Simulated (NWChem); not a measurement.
BH2SF; SMILES B(F)S

```xyz
5

B     -0.5213    -0.5939     0.0000
F      0.3068    -1.6389     0.0000
H     -1.7212    -0.7865     0.0000
S      0.2045     1.0605     0.0000
H     -0.9954     1.7027     0.0000
```
Atoms are numbered in this order, from 1.

All runs use the structure optimised with PBE-D3(BJ)/def2-SVP.

 Unshifted, non-relativistic core excitations; the lowest 4 roots alone, so stronger bands may lie above.

List the first F K-edge excitations from BHandHLYP/6-311G** (spherical d), restricted-window TDA (NWChem).


```json
[
 {"state": "S1", "energy (eV)": "684.1", "dipole oscillator strength": "0.0175", "leading excitation (squared amplitude)": "1s of atom 2 or its equivalents → LUMO (0.98)"},
 {"state": "S2", "energy (eV)": "686.9", "dipole oscillator strength": "0.0060", "leading excitation (squared amplitude)": "1s of atom 2 or its equivalents → LUMO+1 (0.66)"},
 {"state": "S3", "energy (eV)": "688.0", "dipole oscillator strength": "0.0089", "leading excitation (squared amplitude)": "1s of atom 2 or its equivalents → LUMO+4 (0.44)"},
 {"state": "S4", "energy (eV)": "688.8", "dipole oscillator strength": "0.0039", "leading excitation (squared amplitude)": "1s of atom 2 or its equivalents → LUMO+2 (0.86)"}
]
```
